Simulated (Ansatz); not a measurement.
Reaction (formal loss of a carbene): `CC[Se]BF` → `C[Se]BF` + `[CH2]` (triplet)

Computed with Ansatz on PBE0-D4/def2-TZVP structures; ΔE is electronic, products minus reactants. CCSD(T)/CBS is the MP2 limit (def2-TZVPP, def2-QZVPP) plus CCSD(T) − MP2 in def2-TZVPP, frozen cores. This one scheme is used for every species. DFT in def2-TZVPP. Triplets are unrestricted, without spin–orbit coupling. For Se outer-core shells are correlated without core-valence functions, which leaves a few kJ/mol of doubt a bond. Scalar relativity is left out up to krypton. Each species was taken in one conformer, which may not be the lowest.

`CC[Se]BF`:

Z-matrix (Å, degrees):
```
C
C 1 1.512
H 1 1.091 2 111.1
H 1 1.094 2 110.1 3 -119.6
H 1 1.092 2 111.4 3 120.6
Se 2 1.965 1 113.0 3 -63.2
H 2 1.090 1 111.8 3 179.1
H 2 1.089 1 112.0 3 57.6
B 6 1.919 2 99.9 1 81.3
F 9 1.327 6 121.3 2 1.1
H 9 1.195 6 119.3 2 -179.4
```

`C[Se]BF`:

Z-matrix (Å, degrees):
```
C
Se 1 1.951
H 1 1.088 2 109.1
H 1 1.088 2 108.7 3 120.1
H 1 1.088 2 108.8 3 -120.1
B 2 1.922 1 98.6 3 0.7
F 6 1.322 2 119.1 1 179.9
H 6 1.198 2 121.2 1 -0.1
```

`[CH2]` (triplet):

Z-matrix (Å, degrees):
```
C
H 1 1.079
H 1 1.079 2 134.9
```

```json
{"level": "r2SCAN-D4", "ΔE (kJ/mol)": "417.6"}
{"level": "SCS-MP2/def2-TZVPP", "ΔE (kJ/mol)": "443.9"}
{"level": "HF/def2-QZVPP", "ΔE (kJ/mol)": "291.0"}
{"level": "HF/CBS(def2)", "ΔE (kJ/mol)": "291.0"}
```

Problem. What does CCSD(T)/CBS give? (Best estimate.)

Solution. The calculation gave: +442.1 kJ/mol. The listed levels differ from it by -24.5, 1.8, -151.1, -151.1 kJ/mol.

Largest T1 diagnostic among the species: 0.012.

In def2-TZVPP, CCSD(T) changes the Hartree–Fock value by +138.8 kJ/mol (the triples alone add +11.6 kJ/mol) and MP2 by +152.8 kJ/mol. The D4 term adds +11.9 kJ/mol with B3LYP and +6.5 kJ/mol with PBE0; it sums over pairs of atoms, weighted by their polarisabilities, and B3LYP, whose exchange is more repulsive, gets the larger term.

B3LYP here is the variant with VWN-RPA as its local correlation; programs differ in this.
